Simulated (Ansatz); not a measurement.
System: C6H7, net charge -1, singlet state. It need not be the lowest isomer of its formula. Whether it binds its extra electron was not tested at this geometry. 
Coordinates optimised at B3LYP-D3(BJ)/def2-TZVP (Ansatz, a first-principles code):
```
C
C 1 1.3732
H 2 1.0844 1 121.43
H 2 1.0848 3 117.08 1 -180.00
C 1 1.4187 2 131.38 3 -180.00
H 5 1.0822 1 125.15 2 0.00
C 5 1.4232 6 125.39 1 -180.00
C 7 1.3663 5 112.81 6 -180.00
H 8 1.0804 7 127.74 5 -180.00
H 7 1.0880 8 123.92 9 0.00
C 8 1.5181 9 125.30 7 -180.00
H 11 1.0976 8 112.73 9 60.17
H 11 1.0976 12 106.28 1 -119.28
```
Charge -1, spin multiplicity 1.

Total electronic energies in hartree. Correlated levels leave the core frozen unless marked. No spin-orbit coupling. Non-relativistic. Basis-set limits of correlation are two-point, X^-3; Hartree-Fock from the larger set. The bracket is a focal-point correction in the basis named.

| level | program | energy (Eh) |
|---|---|---|
| HF/cc-pVQZ | Ansatz | -231.28151 |
| RI-HF/aug-cc-pVTZ | Ansatz | -231.27291 |
| PBE-D3(BJ)/def2-TZVPD | Ansatz + dftd3 | -232.58295 |
| PBE-D4/def2-TZVPD | Ansatz + dftd4 | -232.58439 |
| BLYP-D3(BJ)/def2-TZVPD | Ansatz + dftd3 | -232.79355 |
| r2SCAN-D3(BJ)/def2-TZVPD | Ansatz + dftd3 | -232.74304 |
| r2SCAN-D4/def2-TZVPD | Ansatz + dftd4 | -232.74313 |
| B3LYP-D4/def2-TZVPD | Ansatz + dftd4 | -232.91099 |
| PBE0-D3(BJ)/def2-TZVPD | Ansatz + dftd3 | -232.60501 |
| BHLYP-D3(BJ)/def2-TZVPD | Ansatz + dftd3 | -232.73954 |
| r2SCANh/def2-TZVPD | Ansatz | -232.72887 |
| HSE06-D4/def2-TZVPD | Ansatz + dftd4 | -232.59163 |
| wB97X-V/def2-TZVPD | Ansatz | -232.80929 |
| B2GP-PLYP/def2-TZVPD | Ansatz | -232.60987 |
| RI-MP2/CBS(aug-cc-pVTZ,aug-cc-pVQZ) | Ansatz | -232.3929 |
| SCS-MP2/STO-3G | Ansatz | -228.59892 |
| SCS-MP2/aug-cc-pVDZ | Ansatz | -232.05728 |
| SCS-MP2/cc-pVTZ | Ansatz | -232.24829 |
| CCSD(T)/aug-cc-pVDZ | Ansatz | -232.16091 |
| CCSD(T)/cc-pVDZ | Ansatz | -232.10182 |
| CCSD(T)/cc-pVTZ | Ansatz | -232.34527 |
| CCSD(T)/cc-pVQZ | Ansatz | -232.41746 |
| RI-MP2/CBS(aug-cc-pVTZ,aug-cc-pVQZ)+[CCSD(T)-MP2]/aug-cc-pVTZ | Ansatz | -232.4757 |

Totals of different functionals don't rank their quality; only differences between species are comparable.
